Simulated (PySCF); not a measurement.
C$_{4}$H$_{10}$O, quintet, geometry from GFN2-xTB of the parent state (a higher spin typed on purpose: for a closed-shell molecule this is an excited state); PySCF with CAMB3LYP/def2-SV(P).

Here is a job for PySCF.
```python
from pyscf import gto, scf, dft

mol = gto.Mole()
mol.atom = '''
    C    -2.509527   -0.112710    0.133814
    C    -1.182413   -0.055656   -0.612560
    C     0.000062    0.001321    0.349161
    C     1.334924    0.058770   -0.385253
    O     2.370656    0.109114    0.573171
    H    -2.551461   -0.994627    0.768849
    H    -3.340932   -0.152860   -0.566055
    H    -2.630918    0.766607    0.762201
    H    -1.166251    0.825204   -1.258767
    H    -1.086781   -0.936324   -1.252118
    H    -0.078887    0.881797    0.988774
    H     0.000498   -0.877845    0.995415
    H     1.365873    0.949229   -1.031033
    H     1.446147   -0.830124   -1.024318
    H     3.219183    0.145687    0.120714
'''
mol.basis = 'def2-sv(p)'
mol.charge = 0
mol.spin = 4
mol.verbose = 4
mol.build()

mf = dft.ROKS(mol)
mf.xc = 'camb3lyp'
mf.kernel()
mf.analyze()
```

**Question.** Predict the main parts of the log of this PySCF run.

**Answer.** 
```
PySCF version 2.14.0

[INPUT] verbose = 4
[INPUT] num. atoms = 15
[INPUT] num. electrons = 42
[INPUT] charge = 0
[INPUT] spin (= nelec alpha-beta = 2S) = 4
[INPUT] symmetry False subgroup None
[INPUT] Mole.unit = angstrom
[INPUT] Symbol           X                Y                Z      unit          X                Y                Z       unit  Magmom
[...]
nuclear repulsion = 185.584965039089
number of shells = 50
number of NR pGTOs = 160
number of NR cGTOs = 90
basis = def2-sv(p)
ecp = {}

******** <class 'pyscf.dft.roks.ROKS'> ********
method = ROKS
initial guess = minao
damping factor = 0
level_shift factor = 0
DIIS = <class 'pyscf.scf.diis.CDIIS'>
diis_start_cycle = 1
diis_space = 8
diis_damp = 0
SCF conv_tol = 1e-09
SCF conv_tol_grad = None
SCF max_cycles = 50
direct_scf = True
direct_scf_tol = 1e-13
num. doubly occ = 19  num. singly occ = 4
XC library pyscf.dft.libxc version 7.1.2
    S. Lehtola, C. Steigemann, M. J. T. Oliveira, and M. A. L. Marques,  SoftwareX 7, 1–5 (2018)
XC functionals = camb3lyp
    T. Yanai, D. P. Tew, and N. C. Handy,  Chem. Phys. Lett. 393, 51 (2004)
radial grids:
    Treutler-Ahlrichs [JCP 102, 346 (1995); DOI:10.1063/1.469408] (M4) radial grids

becke partition: Becke, JCP 88, 2547 (1988); DOI:10.1063/1.454033
pruning grids: <function nwchem_prune>
grids dens level: 3
symmetrized grids: False
atomic radii adjust function: <function treutler_atomic_radii_adjust>
small_rho_cutoff = 0
Set gradient conv threshold to 3.16228e-05
tot grids = 168640
init E= -233.752904730191
[...]
cycle= 1 E= -232.549428731888  delta_E=  1.2  |g|= 0.591  |ddm|= 8.98
[...]
cycle= 2 E= -232.095220028165  delta_E= 0.454  |g|= 1.41  |ddm|=  5.6
[...]
cycle= 3 E= -232.64968853631  delta_E= -0.554  |g|= 0.262  |ddm|= 3.32
[...]
cycle= 4 E= -232.675880787949  delta_E= -0.0262  |g|= 0.154  |ddm|= 1.47
[...]
cycle= 5 E= -232.685801458394  delta_E= -0.00992  |g|= 0.0717  |ddm|= 0.818
[...]
cycle= 6 E= -232.688462895972  delta_E= -0.00266  |g|= 0.0419  |ddm|= 0.403
[...]
cycle= 7 E= -232.689347973695  delta_E= -0.000885  |g|= 0.0179  |ddm|= 0.256
[...]
cycle= 8 E= -232.689566007759  delta_E= -0.000218  |g|= 0.00436  |ddm|= 0.157
[...]
cycle= 9 E= -232.689612396622  delta_E= -4.64e-05  |g|= 0.00339  |ddm|= 0.0775
[...]
cycle= 10 E= -232.689634312586  delta_E= -2.19e-05  |g|= 0.00312  |ddm|= 0.0314
[...]
cycle= 11 E= -232.689682432235  delta_E= -4.81e-05  |g|= 0.00305  |ddm|= 0.0766
[...]
cycle= 12 E= -232.689705863286  delta_E= -2.34e-05  |g|= 0.00288  |ddm|= 0.0347
[...]
cycle= 13 E= -232.689899908847  delta_E= -0.000194  |g|= 0.00272  |ddm|= 0.261
[...]
cycle= 14 E= -232.689940966262  delta_E= -4.11e-05  |g|= 0.00256  |ddm|= 0.0453
[...]
cycle= 15 E= -232.689963385881  delta_E= -2.24e-05  |g|= 0.0026  |ddm|= 0.0247
[...]
cycle= 16 E= -232.689783366576  delta_E= 0.00018  |g|= 0.00623  |ddm|= 0.148
[...]
cycle= 17 E= -232.689793820438  delta_E= -1.05e-05  |g|= 0.0064  |ddm|= 0.0168
[...]
cycle= 18 E= -232.689865522761  delta_E= -7.17e-05  |g|= 0.00411  |ddm|= 0.0513
[...]
cycle= 19 E= -232.689848775239  delta_E= 1.67e-05  |g|= 0.00663  |ddm|= 0.0197
[...]
cycle= 20 E= -232.689728074948  delta_E= 0.000121  |g|= 0.00423  |ddm|= 0.129
[...]
cycle= 21 E= -232.68962033049  delta_E= 0.000108  |g|= 0.00618  |ddm|= 0.0784
[...]
cycle= 22 E= -232.690026492642  delta_E= -0.000406  |g|= 0.0063  |ddm|= 0.315
[...]
cycle= 23 E= -232.690219954263  delta_E= -0.000193  |g|= 0.00886  |ddm|= 0.139
[...]
cycle= 24 E= -232.690114945279  delta_E= 0.000105  |g|= 0.00422  |ddm|= 0.0738
[...]
cycle= 25 E= -232.689954011904  delta_E= 0.000161  |g|= 0.00336  |ddm|= 0.139
[...]
cycle= 26 E= -232.689501358364  delta_E= 0.000453  |g|= 0.0148  |ddm|= 0.458
[...]
cycle= 27 E= -232.689481118196  delta_E= 2.02e-05  |g|= 0.0168  |ddm|= 0.0797
[...]
cycle= 28 E= -232.68958563605  delta_E= -0.000105  |g|= 0.0181  |ddm|= 0.122
[...]
cycle= 29 E= -232.68948212813  delta_E= 0.000104  |g|= 0.0125  |ddm|= 0.305
[...]
cycle= 30 E= -232.689057411641  delta_E= 0.000425  |g|= 0.0265  |ddm|= 0.247
[...]
cycle= 31 E= -232.689648189689  delta_E= -0.000591  |g|= 0.00716  |ddm|= 0.354
[...]
cycle= 32 E= -232.68923794075  delta_E= 0.00041  |g|= 0.0207  |ddm|= 0.353
[...]
cycle= 33 E= -232.689828220928  delta_E= -0.00059  |g|= 0.00394  |ddm|= 0.494
[...]
cycle= 34 E= -232.689830766227  delta_E= -2.55e-06  |g|= 0.00453  |ddm|= 0.025
[...]
cycle= 35 E= -232.689766287529  delta_E= 6.45e-05  |g|= 0.00423  |ddm|= 0.0482
[...]
cycle= 36 E= -232.689723186446  delta_E= 4.31e-05  |g|= 0.00481  |ddm|= 0.0456
[...]
cycle= 37 E= -232.689711387161  delta_E= 1.18e-05  |g|= 0.00425  |ddm|= 0.0254
[...]
cycle= 38 E= -232.689313664104  delta_E= 0.000398  |g|= 0.0132  |ddm|= 0.289
[...]
cycle= 39 E= -232.689672372491  delta_E= -0.000359  |g|= 0.0105  |ddm|= 0.23
[...]
cycle= 40 E= -232.689574395234  delta_E= 9.8e-05  |g|= 0.0114  |ddm|= 0.0701
[...]
cycle= 41 E= -232.689485071692  delta_E= 8.93e-05  |g|= 0.0129  |ddm|= 0.0753
[...]
cycle= 42 E= -232.689473837229  delta_E= 1.12e-05  |g|= 0.0132  |ddm|= 0.0173
[...]
cycle= 43 E= -232.689895280438  delta_E= -0.000421  |g|= 0.00942  |ddm|= 0.35
[...]
cycle= 44 E= -232.689892305747  delta_E= 2.97e-06  |g|= 0.0109  |ddm|= 0.0676
[...]
cycle= 45 E= -232.689886946966  delta_E= 5.36e-06  |g|= 0.0109  |ddm|= 0.0236
[...]
cycle= 46 E= -232.690025908687  delta_E= -0.000139  |g|= 0.0124  |ddm|= 0.151
[...]
cycle= 47 E= -232.690082048504  delta_E= -5.61e-05  |g|= 0.0106  |ddm|= 0.0895
[...]
cycle= 48 E= -232.689744111273  delta_E= 0.000338  |g|= 0.0122  |ddm|= 0.291
[...]
cycle= 49 E= -232.69022423068  delta_E= -0.00048  |g|= 0.0101  |ddm|= 0.636
[...]
cycle= 50 E= -232.690211449819  delta_E= 1.28e-05  |g|= 0.00943  |ddm|= 0.0129
SCF not converged.
SCF energy = -232.690211449819
**** SCF Summaries ****
Total Energy =                        -232.690211449819088
Nuclear Repulsion Energy =             185.584965039088530
One-electron Energy =                 -678.527349303835877
Two-electron Energy =                  260.252172814928258
Two-electron Coulomb Energy =          293.864383279953529
DFT Exchange-Correlation Energy =      -33.612210465025257
HOMO-LUMO gap [eV] =                     2.179174284246519
**** MO energy ****
                Roothaan           | alpha              | beta
[...]
 ** Mulliken pop on meta-lowdin orthogonal AOs  **
 ** Mulliken pop  **
 ** Mulliken atomic charges  **
charge of    0C =     -0.21374
charge of    1C =     -0.12932
charge of    2C =     -0.14578
charge of    3C =     -0.01491
charge of    4O =     -0.06923
charge of    5H =      0.09592
charge of    6H =      0.11163
charge of    7H =      0.09588
charge of    8H =      0.02376
charge of    9H =      0.02367
charge of   10H =      0.07265
charge of   11H =      0.07274
charge of   12H =      0.10303
charge of   13H =      0.10302
charge of   14H =     -0.12933
Dipole moment(X, Y, Z, Debye): -3.70747, -0.16453,  0.80619
```

Convergence was not reached.
